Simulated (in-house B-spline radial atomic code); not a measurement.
Results of a calculation; reference values are marked as such.
# Mn in an electron gas of r_s = 2.67: phase shifts, screening, friction and resistivity

A nucleus sits in a uniform electron gas with a rigid positive background. The Kohn-Sham equations are solved self-consistently in the spin-unpolarised LDA (PW92), non-relativistic, on B-splines with outgoing waves at the boundary and partial waves to l = 8. The model has no lattice, no bands and no magnetic solution. Atomic units; δ_l are the phase shifts at the Fermi level, counted so that each bound state adds π, and good to about 0.0005. A narrow, partly filled d or f resonance in a thin gas would split by spin, so such rows rest on a solution that is probably unstable.

The density parameter is r_s = 2.67 bohr, near that of the valence electrons of Cu (1 per atom, density 8.96 g/cm³, mass 63.55 u, which gives r_s = 2.67).

```tsv
l	δ_l (rad)
0	9.3302
1	6.3660
2	2.1959
3	-0.0175
4	-0.0020
5	-0.0006
6	-0.0003
7	-0.0004
8	-0.0003
```

Bound levels below the band bottom (hartree): s -233.1, s -26.27, p -22.47, s -2.51, p -1.431.

Q: Check the Friedel sum rule, and say where the screening charge sits.

A: k_F = (9π/4)^(1/3)/r_s = 0.71879. The rule is Z = (2/π) Σ (2l + 1) δ_l. The terms are s 5.940, p 12.158, d 6.990, f -0.078 and -0.025 beyond, in all 24.985 against Z = 25. Bound states hold 6 s, 12 p, 0 d electrons, so the scattering states carry 6.98 in all; where a term is smaller than its bound count, the bound level has drawn weight out of the band.

Q: Find the transport cross section and the electronic stopping of a 5 keV Mn ion (mass 54.94 u).

A: σ_tr = (4π/k_F²) Σ (l + 1) sin²(δ_l − δ_(l+1)). The terms for l = 0 to 3 are 0.0311, 1.4673, 1.9226, 0.0010, all together 3.4220, so σ_tr = 24.323 × 3.4220 = 83.232 bohr². With n = 3/(4π r_s³) = 0.01254, the friction coefficient is Q = n k_F σ_tr = 0.7504. For v well below v_F = 0.719, dE/dx = Q v; with 24801 eV per u at v = 1, v = √(5000/(24801 × 54.94)) = 0.0606, so dE/dx = 0.04545 hartree/bohr = 23.4 eV/nm. The largest term couples the d and f waves.

Q: What residual resistivity would 1 atomic per cent of such centres give in Cu?

A: Δρ = k_F n_i σ_tr/n in atomic units of 21.74 μΩ·cm. With one host atom per 1 electron, n_i/n = 0.01/1, so Δρ = 0.7188 × 0.01000 × 83.232 × 21.74 = 13.01 μΩ·cm. This is an atom added to the gas, as on an interstitial site.

Q: On a substitutional site the background of one host ion, a sphere holding 1 charge, is taken out. The phase shifts for l = 0 to 4 become 9.1833, 6.2526, 1.9894, -0.0231, -0.0031. What follows?

A: The Friedel sum is now 23.99, for Z − 1 = 24. The sum in σ_tr is 4.1201, so σ_tr = 100.21 bohr² and Δρ = 15.66 μΩ·cm per atomic per cent, 1.20 times the value above. A real host ion scatters too, so this model doesn't give zero even for the host's own atom.
